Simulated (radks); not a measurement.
Results of a calculation; reference values are marked as such.
These are the eigenvalues of the occupied orbitals of an atom or ion with whole-number occupations (eV). Level of theory: scalar-relativistic Kohn-Sham, r2SCAN, spin-polarised, spherical densities, finite nucleus; meta-GGA in the generalised Kohn-Sham scheme; Fermi nuclear charge, rms radius of each element as measured or else 0.836 A^(1/3) + 0.57 fm (a radial shooting solver on a logarithmic mesh with Libxc functionals).

| orbital | eigenvalue |
|---|---|
| 1s up | -82379.07 |
| 1s down | -82347.21 |
| 2s up | -20197.89 |
| 2s down | -20142.92 |
| 2p up | -18682.65 |

Which element is it, and in what charge state? The configuration may be excited. Open shells, if any, are filled with parallel spins first.

Answer. Z = 76, osmium, charge +71: Os71+ in [He] 2s2 2p1. The list shows which subshells hold electrons but not how many an open one holds; the 1s level, -3027.4 hartree, gives Z - s = 77.8 by -(Z - s)^2/2, which with screening and relativity narrows Z to a few neighbours, and the depths of the outer levels then fix element, charge and occupations together.
